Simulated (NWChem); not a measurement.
# Si₂H₄SF₂; SMILES F[SiH](F)S[SiH3]

```xyz
9

Si     0.5471     1.9168     0.3789
S     -1.0978     0.7024    -0.3558
Si    -0.1590    -1.1852    -0.3350
F      1.4288    -0.9829    -0.5639
F     -0.2952    -1.9083     1.0985
H      1.1650     1.2846     1.5772
H      1.5670     2.1233    -0.6850
H     -0.0892     3.2126     0.7415
H     -0.7142    -2.0804    -1.3670
```
Atoms are numbered in this order, from 1.

Results from NWChem. Geometry: optimised at PBE0/def2-SVP. Level B3LYP/def2-SVP: energy and gradient on several grids; changes count from the extra-fine grid, which is no exact limit either.

Task: Which is the coarsest grid (xcoarse; medium; coarse; xfine; fine) from which on the energy stays within 50 μHa and each gradient component within 100 μHa/bohr of xfine?

Result: medium.
```csv
grid,size of the energy change (μHa),largest change of a gradient component (μHa/bohr),"time, medium = 1 (rough)"
xcoarse,10000,1000,about 1
coarse,70,300,about 1
medium,20,50,about 1
fine,< 10,< 30,about 1
xfine,< 10,< 30,2
```
